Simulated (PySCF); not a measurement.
Compound: C₅H₆ClNS.
Structure used (GFN2-xTB), in Å, numbered top down from 1:
```
atom  x, y, z in Å
C1    -2.095    0.118   -0.619
C2    -1.296    0.139    0.687
C3     0.152   -0.035    0.415
N4     0.993    0.923    0.270
C5     2.234    0.469   -0.019
Cl6    3.504    1.584   -0.247
C7     2.368   -0.883   -0.103
S8     0.851   -1.629    0.195
H9    -1.776    0.930   -1.267
H10   -1.947   -0.825   -1.140
H11   -3.154    0.236   -0.407
H12   -1.437    1.096    1.189
H13   -1.642   -0.665    1.338
H14    3.246   -1.457   -0.314
```

Level of theory: B3LYP/def2-SVPD in PySCF (dipole) on a GFN2-xTB geometry, gas phase.

Take the most abundant isotopes and a rigid rotor. The values belong to one conformer with, in the numbering `[CH3:1][CH2:2][c:3]1[n:4][c:5]([Cl:6])[cH:7][s:8]1`, C1–C2–C3–N4 94°.

(1) Give the principal moments of inertia and the rotational constants in GHz.

(2) What kind of rotor is it?

(3) Is it planar, by Δ = Ic − Ia − Ib?

(4) List the rotational levels J(Ka,Kc) to J = 2 (K).

(5) Predict some low-J microwave lines.

(6) Estimate the classical rotational partition function at 10 K, 50 K and 100 K.

Answers

(1) Ia = 177.72, Ib = 562.21, Ic = 698.50 u·Å²; 505379 MHz·u·Å²/I gives 2844, 898.9 and 723.5 MHz, that is A = 2.8436, B = 0.8989, C = 0.7235 GHz.

(2) An asymmetric top: κ = (2 × 898.9 − 2844 − 723.5)/(2844 − 723.5) = -0.83.

(3) Not planar: Δ = Ic − Ia − Ib = -41.43 u·Å². For a rigid frame Δ = −2 Σ m c², so Σ m c² = 20.71 u·Å² lies off the ab plane: 6.71 from hydrogen and 14.00 from heavier atoms. The atom farthest from that plane is 1.34 Å away.

(4) Above 0(0,0), as E/k:
J = 1: 1(0,1) 0.078, 1(1,1) 0.171, 1(1,0) 0.180
J = 2: 2(0,2) 0.233, 2(1,2) 0.319, 2(1,1) 0.344, 2(2,1) 0.624, 2(2,0) 0.624

(5) The dipole components are |μa| = 2.20 D, |μb| = 1.38 D, |μc| = 0.15 D. The squared components, which scale the intensities, stand as 1.00 : 0.39 : 0.00 (a : b : c). Some lines, for components of 0.1 D or more:

| type | branch | J(Ka,Kc) | MHz | lower level (cm⁻¹) |
| --- | --- | --- | --- | --- |
| a | Q | 2(1,1) ← 2(1,2) | 526 | 0.221 |
| b | R | 2(0,2) ← 1(1,1) | 1289 | 0.119 |
| a | R | 1(0,1) ← 0(0,0) | 1622 | 0.000 |
| c | Q | 2(1,2) ← 2(0,2) | 1781 | 0.162 |
| c | Q | 1(1,1) ← 1(0,1) | 1945 | 0.054 |
| b | Q | 1(1,0) ← 1(0,1) | 2120 | 0.054 |
| b | Q | 2(1,1) ← 2(0,2) | 2307 | 0.162 |
| a | R | 2(1,2) ← 1(1,1) | 3069 | 0.119 |
| a | R | 2(0,2) ← 1(0,1) | 3234 | 0.054 |
| a | R | 2(1,1) ← 1(1,0) | 3420 | 0.125 |
| b | R | 1(1,1) ← 0(0,0) | 3567 | 0.000 |
| c | R | 1(1,0) ← 0(0,0) | 3743 | 0.000 |
| b | R | 2(1,2) ← 1(0,1) | 5014 | 0.054 |
| c | R | 2(1,1) ← 1(0,1) | 5540 | 0.054 |
| c | Q | 2(2,1) ← 2(1,1) | 5834 | 0.239 |
| b | Q | 2(2,0) ← 2(1,1) | 5845 | 0.239 |
| b | Q | 2(2,1) ← 2(1,2) | 6360 | 0.221 |
| b | R | 2(2,1) ← 1(1,0) | 9254 | 0.125 |
| c | R | 2(2,0) ← 1(1,0) | 9266 | 0.125 |
| c | R | 2(2,1) ← 1(1,1) | 9430 | 0.119 |
| b | R | 2(2,0) ← 1(1,1) | 9441 | 0.119 |

(6) Point group C1, symmetry number σ = 1; q = (√π/σ)·√((kT/h)³/(ABC)), k/h = 20836.6 MHz/K: 3920 at 10 K, 43800 at 50 K, 124000 at 100 K.

No frequency check. These are rigid-rotor constants of the computed structure; measured ground-state constants (B0) also hold zero-point vibration. A rigid rotor knows nothing of internal rotation, which can split or shift real lines. Quadrupole hyperfine structure (14N, 35Cl) is left out.
